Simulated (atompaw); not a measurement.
Reading a pseudo-wave (lutetium (Lu))

Columns: radius, all-electron u(r) and pseudo u(r) of the 5s shell (level -50.83 eV) of lutetium in the configuration [Kr] 4d10 4f14 5s2 5p6 5d1 6s2 6p0; PBE, non-relativistic, PAW (atompaw) scheme, atompaw 4.2.0.5.

```json
{"r (bohr)": "0.115", "all-electron": "0.1096", "pseudo": "0.1817"}
{"r (bohr)": "0.231", "all-electron": "0.1802", "pseudo": "0.3585"}
{"r (bohr)": "0.346", "all-electron": "-0.4386", "pseudo": "0.5210"}
{"r (bohr)": "0.462", "all-electron": "-0.5024", "pseudo": "0.6664"}
{"r (bohr)": "0.577", "all-electron": "-0.1447", "pseudo": "0.7878"}
{"r (bohr)": "0.692", "all-electron": "0.3008", "pseudo": "0.8828"}
{"r (bohr)": "0.808", "all-electron": "0.6667", "pseudo": "0.9500"}
{"r (bohr)": "0.923", "all-electron": "0.9005", "pseudo": "0.9874"}
{"r (bohr)": "1.038", "all-electron": "1.0169", "pseudo": "0.9964"}
{"r (bohr)": "1.154", "all-electron": "1.0434", "pseudo": "0.9788"}
{"r (bohr)": "1.269", "all-electron": "1.0084", "pseudo": "0.9383"}
{"r (bohr)": "1.385", "all-electron": "0.9357", "pseudo": "0.8784"}
{"r (bohr)": "1.500", "all-electron": "0.8442", "pseudo": "0.8050"}
{"r (bohr)": "1.615", "all-electron": "0.7458", "pseudo": "0.7229"}
{"r (bohr)": "1.731", "all-electron": "0.6474", "pseudo": "0.6363"}
{"r (bohr)": "1.846", "all-electron": "0.5557", "pseudo": "0.5514"}
{"r (bohr)": "1.962", "all-electron": "0.4716", "pseudo": "0.4704"}
{"r (bohr)": "2.077", "all-electron": "0.3977", "pseudo": "0.3975"}
{"r (bohr)": "2.192", "all-electron": "0.3332", "pseudo": "0.3332"}
{"r (bohr)": "2.308", "all-electron": "0.2773", "pseudo": "0.2773"}
{"r (bohr)": "2.423", "all-electron": "0.2301", "pseudo": "0.2301"}
{"r (bohr)": "2.538", "all-electron": "0.1903", "pseudo": "0.1903"}
{"r (bohr)": "2.654", "all-electron": "0.1566", "pseudo": "0.1566"}
{"r (bohr)": "2.769", "all-electron": "0.1288", "pseudo": "0.1288"}
{"r (bohr)": "2.885", "all-electron": "0.1055", "pseudo": "0.1055"}
{"r (bohr)": "3.000", "all-electron": "0.0864", "pseudo": "0.0864"}
```

(1) How many radial nodes do the two functions have?

(2) At about which radius was the pseudo-wave matched?

(3) Is the pseudo-wave norm-conserving?

Results:

(1) The all-electron 5s function has n − l − 1 = 4 (the table is too coarse to show those close to the nucleus); the pseudo-wave has 0, since the states of the same l below it are removed with the core.

(2) 2.30 bohr. The columns agree to 0.0005 from 2.08 bohr on; several derivatives are matched, so the curves merge somewhat inside the radius.

(3) No, it belongs to a PAW set: the norm inside the radius is not constrained, and the difference is carried by the augmentation charge.
